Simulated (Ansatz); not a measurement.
Consider the redistribution: `C[N](C)[Zn][OH]` + `C[CH2][Ge][OH]` → `C[CH2][Zn][OH]` + `C[N](C)[Ge][OH]`.

Computed with Ansatz on PBE0-D4/def2-TZVP structures; ΔE is electronic, products minus reactants. CCSD(T)/CBS is the MP2 limit (def2-TZVPP, def2-QZVPP) plus CCSD(T) − MP2 in def2-TZVPP, frozen cores. Functionals use def2-TZVPP. For Ge, Zn outer-core shells are correlated without core-valence functions, which leaves a few kJ/mol of doubt a bond. Scalar relativity is left out up to krypton. Each species was taken in one conformer, which may not be the lowest.

`C[N](C)[Zn][OH]`:

```xyz
12

C     0.719    1.325    0.167
N    -0.046    0.140   -0.108
C    -1.461    0.389   -0.123
Zn    0.673   -1.507   -0.195
O     1.392   -3.108   -0.437
H     1.793    1.121    0.161
H     0.533    2.107   -0.587
H     0.473    1.764    1.148
H    -1.828    0.776    0.843
H    -2.026   -0.519   -0.346
H    -1.730    1.135   -0.887
H     1.508   -3.623    0.363
```

`C[CH2][Ge][OH]`:

Z-matrix (Å, degrees):
```
C
C 1 1.519
H 1 1.095 2 111.8
H 1 1.094 2 112.3 3 119.7
H 1 1.095 2 111.7 3 -120.7
Ge 2 2.014 1 118.5 3 60.4
H 2 1.099 1 111.0 3 -61.7
H 2 1.099 1 111.0 3 -177.6
O 6 1.789 2 99.7 1 -0.3
H 9 0.963 6 114.7 2 -0.0
```

`C[CH2][Zn][OH]`:

Cartesian coordinates in Å:
```
C 0.798 -0.728 1.037
C 0.768 0.316 -0.078
Zn -0.923 0.494 -0.998
O -2.425 0.613 -1.950
H 0.567 -1.730 0.666
H 1.785 -0.780 1.509
H 0.077 -0.505 1.827
H 1.033 1.302 0.317
H 1.524 0.085 -0.835
H -3.204 0.933 -1.494
```

`C[N](C)[Ge][OH]`:

Cartesian coordinates in Å:
```
C 0.936 -0.425 -0.428
N -0.253 0.171 0.116
C -0.066 1.553 0.484
Ge -1.917 -0.567 0.398
O -1.669 -2.257 -0.145
H 1.753 -0.439 0.305
H 0.764 -1.455 -0.748
H 1.292 0.130 -1.307
H -0.994 1.967 0.889
H 0.228 2.165 -0.380
H 0.714 1.666 1.250
H -0.788 -2.509 -0.434
```

```tsv
level	ΔE (kcal/mol)
r2SCAN0-D4	-17.8
r2SCAN	-18.5
```

Q: What does CCSD(T)/CBS give? (Best estimate.)

A: Computed: -17.3 kcal/mol. The listed levels differ from it by -0.5, -1.2 kcal/mol.

Largest T1 diagnostic among the species: 0.016.

In def2-TZVPP, CCSD(T) changes the Hartree–Fock value by −1.8 kcal/mol (the triples alone add −0.7 kcal/mol) and MP2 by −3.0 kcal/mol. From BLYP to BHLYP (50 % exact exchange), in def2-TZVPP and without D4, ΔE moves by +1.5 kcal/mol.

CCSD(T)/CBS has its own doubt, a few kJ/mol and more with outer-core shells, so smaller differences from it don't rank the levels.
